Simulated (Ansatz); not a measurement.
Zn(Et) (C₂H₅Zn), SMILES [Zn][CH2]C (connectivity only; charge and spin as stated), neutral, multiplicity 2.

The structure is a stationary point at B3LYP-D3(BJ)/def2-SVP. The spin state was assumed, not searched. The isomer is the one that the SMILES or the coordinates give; other isomers of the formula were not compared.

Two levels are set side by side: PBE/def2-SVPD (Ansatz, a first-principles code) and PBE0/def2-SVPD (Ansatz). Energy differences of separate SCF runs at the same geometry; the states with an electron removed or added have multiplicity 1 and 1. Differences are taken from unrounded values.

| quantity | PBE0 | PBE | PBE minus PBE0 |
|---|---|---|---|
| vertical ionisation energy (eV) | 6.97 | 6.90 | -0.07 |
| vertical electron affinity (eV) | 0.45 | 0.47 | 0.02 |
